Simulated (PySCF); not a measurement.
# Solvent effects on NMR parameters

Cartesian coordinates in Å; atom numbers follow the order of the lines, from 1:
```xyz
21

C    -2.0497   -1.0988    0.0532
C    -2.4391    0.3852    0.1239
Si   -0.9219    1.2231   -0.6218
N     0.1294   -0.1149   -0.2488
C     1.5319   -0.2265   -0.4275
C     2.4013    0.9844   -0.2801
C     2.4527   -0.0977    0.7582
C    -0.5597   -1.2359    0.3688
H    -2.2267   -1.4684   -0.9711
H    -2.6556   -1.7255    0.7275
H    -2.5475    0.7165    1.1709
H    -3.3900    0.5962   -0.3866
H    -1.0291    1.5323   -2.0862
H    -0.5462    2.5083    0.0539
H     1.8486   -0.9507   -1.1946
H     3.2457    1.0935   -0.9652
H     1.9215    1.9279   -0.0053
H     3.3389   -0.7356    0.8094
H     1.9800    0.1096    1.7219
H    -0.1676   -2.1922   -0.0229
H    -0.3925   -1.2575    1.4664
```

GIAO PBE0/pcSseg-1 in PySCF on one PBE0-D3(BJ)/def2-SVP conformer, non-relativistic, equivalent nuclei averaged. Solvents enter as an IEF-PCM continuum (cyclohexane with ε = 2.0, chloroform with ε = 4.7) around the gas-phase geometry. Shifts are referred to TMS computed in the same medium.

Gas phase, δ in ppm: C8 52.8, C5 30.1, C1 28.8, C2 9.4, C6/C7 8.6, Si3 -27.4, H13/H14 4.76, H20/H21 2.67, H15 2.19, H9/H10 1.84, H11/H12 0.82, H17/H19 0.48, H16/H18 0.43. Dipole moment 0.81 D.

Q: How does each δ change in the continuum?

A: 
```csv
atoms,environment,"Δδ, cyclohexane","Δδ, chloroform"
C8,sp3 CH2 bonded to N,+0.3,+0.5
C5,three-membered-ring carbon,+0.2,+0.4
C1,sp3 CH2 in a ring,+0.3,+0.5
C2,sp3 CH2 bonded to Si,+0.3,+0.5
C6/C7,three-membered-ring carbon,+0.1,+0.2
Si3,"silicon bonded to C, N, 2 H, in a 5-membered ring",0.0,-0.1
H13/H14,"hydrogen on a silicon bonded to C, N, in a 5-membered ring",-0.04,-0.08
H20/H21,hydrogen on an sp3 CH2 bonded to N,+0.01,+0.02
H15,hydrogen on a three-membered-ring carbon,+0.03,+0.05
H9/H10,hydrogen on an sp3 CH2 in a ring,+0.02,+0.03
H11/H12,hydrogen on an sp3 CH2 bonded to Si,+0.03,+0.06
H17/H19,hydrogen on a three-membered-ring carbon,0.00,0.00
H16/H18,hydrogen on a three-membered-ring carbon,+0.03,+0.06
```

Changes are relative to the gas phase. The dipole moment becomes 0.91 D in cyclohexane, 0.99 D in chloroform.

Q: Which of the listed nuclei move most (in ppm), and what does the model miss? (N and O are left out, as their reference compounds move with the solvent too.)

A: C8 (sp3 CH2 bonded to N, +0.5 ppm) and C1 (sp3 CH2 in a ring, +0.5 ppm) and C2 (sp3 CH2 bonded to Si, +0.5 ppm) in chloroform. A continuum only polarises the solute; specific hydrogen bonds, the anisotropy of aromatic solvents and changes of geometry or conformer are outside it.
